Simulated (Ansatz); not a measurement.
C$_{2}$H$_{4}$BrGaO (`[GaH2][O]/C=C/Br`). Total charge 0; spin multiplicity 1. The geometry is a stationary point of PBE0-D4/def2-TZVP. It is one conformer, not always the lowest.

```xyz
9

Ga    1.513    0.898   -0.849
O     1.044   -0.230    0.484
C    -0.146   -0.823    0.629
C    -1.323   -0.220    0.475
Br   -2.941   -1.141    0.722
H     0.486    1.023   -2.012
H     2.901    1.538   -0.586
H    -0.095   -1.869    0.924
H    -1.440    0.823    0.214
```

(1) What is the dipole moment at B3LYP/def2-TZVPP? (Best estimate.)

(2) And with PBE, r2SCAN, ωB97M-V? (An estimate is asked.)

(3) Give the Mulliken charges with B3LYP, r2SCAN, ωB97M-V in def2-TZVPP. (An estimate is asked.)

Results:

(1) The calculation gave: 2.67 D, with components (1.86, 1.30, -1.42) D in this frame, pointing from negative to positive charge.

(2) Computed: PBE 2.49 D, r2SCAN 2.69 D, ωB97M-V 2.81 D.

(3) Ansatz gave: 
```json
{"atom": "Ga1", "B3LYP": "0.34", "r2SCAN": "0.36", "ωB97M-V": "0.30"}
{"atom": "O2", "B3LYP": "-0.35", "r2SCAN": "-0.37", "ωB97M-V": "-0.37"}
{"atom": "C3", "B3LYP": "0.05", "r2SCAN": "0.09", "ωB97M-V": "0.07"}
{"atom": "C4", "B3LYP": "-0.11", "r2SCAN": "-0.08", "ωB97M-V": "-0.13"}
{"atom": "Br5", "B3LYP": "-0.07", "r2SCAN": "-0.08", "ωB97M-V": "-0.05"}
{"atom": "H6", "B3LYP": "-0.03", "r2SCAN": "-0.04", "ωB97M-V": "0.00"}
{"atom": "H7", "B3LYP": "-0.03", "r2SCAN": "-0.04", "ωB97M-V": "0.00"}
{"atom": "H8", "B3LYP": "0.10", "r2SCAN": "0.08", "ωB97M-V": "0.10"}
{"atom": "H9", "B3LYP": "0.09", "r2SCAN": "0.08", "ωB97M-V": "0.09"}
```

B3LYP here is the variant with VWN-RPA as its local correlation; programs differ in this.
